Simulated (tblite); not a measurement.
C₇H₁₈N₂Si.
Structure used (GFN2-xTB), in Å, numbered top down from 1:
```
atom  x, y, z in Å
C1     3.4943    0.2174   -0.0851
C2     2.2284   -0.0179   -0.3901
C3     1.8203   -0.8971   -1.5311
C4     1.0936    0.5933    0.3931
N5     0.2174   -0.4104    0.9699
C6     0.8959   -1.2407    1.9331
Si7   -1.4595   -0.0867    1.1950
N8    -2.0183    0.6470   -0.2574
C9    -3.1021    1.5920   -0.2536
C10   -1.9208   -0.0523   -1.5139
H11    4.3067   -0.2063   -0.6519
H12    3.7725    0.8521    0.7397
H13    1.1321   -1.6634   -1.1781
H14    2.6830   -1.3756   -1.9873
H15    1.3045   -0.3078   -2.2887
H16    0.4877    1.2096   -0.2750
H17    1.5064    1.2415    1.1806
H18    1.2406   -0.6594    2.7980
H19    0.2175   -2.0114    2.2890
H20    1.7669   -1.7152    1.4759
H21   -2.0359   -1.4021    1.5152
H22   -1.8039    0.8788    2.2499
H23   -4.0722    1.1000   -0.4029
H24   -3.1275    2.1234    0.6929
H25   -2.9646    2.3182   -1.0608
H26   -1.7230    0.6571   -2.3246
H27   -2.8510   -0.5851   -1.7508
H28   -1.1101   -0.7719   -1.4668
```

Computed values, GFN2-xTB/tblite, gas phase, harmonic and unscaled. Against measured fundamentals such values can be off by several per cent, at times by over 20. Modes of hydrogen on silicon can be 10 to 20 % off. One conformer, not necessarily the lowest.

Harmonic wavenumbers (cm⁻¹): 35.1, 45.9, 66.9, 81.2, 110.7, 145.5, 165.7, 174.4, 186.9, 207.1, 237.0, 273.7, 287.1, 304.1, 360.1, 393.3, 404.7, 426.6, 509.0, 534.8, 631.1, 675.3, 696.3, 763.1, 805.5, 812.6, 866.4, 894.8, 943.6, 972.7, 1029.1, 1037.5, 1040.6, 1046.5, 1055.7, 1092.6, 1112.8, 1130.0, 1161.5, 1196.1, 1212.6, 1270.7, 1301.0, 1308.4, 1323.4, 1392.6, 1412.8, 1421.9, 1424.6, 1426.9, 1460.8, 1473.2, 1477.5, 1487.4, 1487.9, 1495.5, 1504.2, 1511.0, 1513.7, 1730.0, 2165.2, 2204.1, 2853.4, 2877.3, 2879.1, 2883.2, 2929.7, 2940.2, 2964.3, 2969.4, 3003.9, 3021.1, 3035.0, 3042.9, 3044.6, 3058.3, 3097.5, 3119.3.

A = 1775, B = 675.2, C = 572.3 MHz; mass 158.124 u (most abundant isotopes); point group C1, symmetry number 1.

Q: Zero-point energy?

A: ½Σν̃ = 52319 cm⁻¹ = 149.59 kcal/mol.

Q: What is S at 500 K and 1 bar for an ideal gas of classical rigid rotors and harmonic oscillators?

A: Translation 43.68, rotation 32.07, vibration 78.55: S = 154.3 cal/(mol K).

Q: And Cp and H(500 K) − H(0)?

A: Cp = 79.96 cal/(mol K), of which vibrations give 72.01 (their classical limit is 78 R = 155.0); H(500 K) − H(0) = 23.31 kcal/mol without the zero-point energy, 19.34 from vibrations.

Q: How do the functions run with temperature in this model?

A: 
| T (K) | S (cal/(mol K)) | Cp (cal/(mol K)) | H − H(0) (kcal/mol) | G − H(0) (kcal/mol) | ln q(vib) |
| --- | --- | --- | --- | --- | --- |
| 150 | 90.7 | 34.1 | 3.22 | -10.39 | 5.54 |
| 250 | 111.2 | 47.3 | 7.29 | -20.51 | 9.94 |
| 298.15 | 120.1 | 53.8 | 9.72 | -26.08 | 11.97 |
| 400 | 137.8 | 67.7 | 15.91 | -39.22 | 16.12 |
| 600 | 169.8 | 90.5 | 31.85 | -70.05 | 23.91 |
| 900 | 211.3 | 113.8 | 62.77 | -127.41 | 34.77 |

q(vib) and H(0) count from the zero-point level.

Q: Which modes carry the vibrational entropy at 500 K?

A: 35.1 cm⁻¹: 6.54; 45.9 cm⁻¹: 6.01; 66.9 cm⁻¹: 5.26; 81.2 cm⁻¹: 4.88; 110.7 cm⁻¹: 4.27; 145.5 cm⁻¹: 3.73 cal/(mol K); the other 72 give 47.85 together.

Q: What must be added to the electronic energy to get the Gibbs energy at 500 K and 1 bar?

A: ZPE + [H(500 K) − H(0)] − T·S = 149.59 + 23.31 − 77.15 = 95.75 kcal/mol.

Q: Blend soft modes into free rotors: weight 1/[1 + (100 cm⁻¹/ν̃)⁴] for the oscillator and the rest for a rotor with moment μB/(μ + B), μ = h/(8π²ν), B = 10⁻⁴⁴ kg m². What vibrational entropy results?

A: 71.77 cal/(mol K) in place of 78.55, which changes −T·S at 500 K by +3.39 kcal/mol.

Hindered rotation and anharmonicity are outside this model. Other conformers, if any are populated, would add a mixing term that is left out. The structure is chiral; the term R ln 2 for an equal mix with its mirror image is left out.
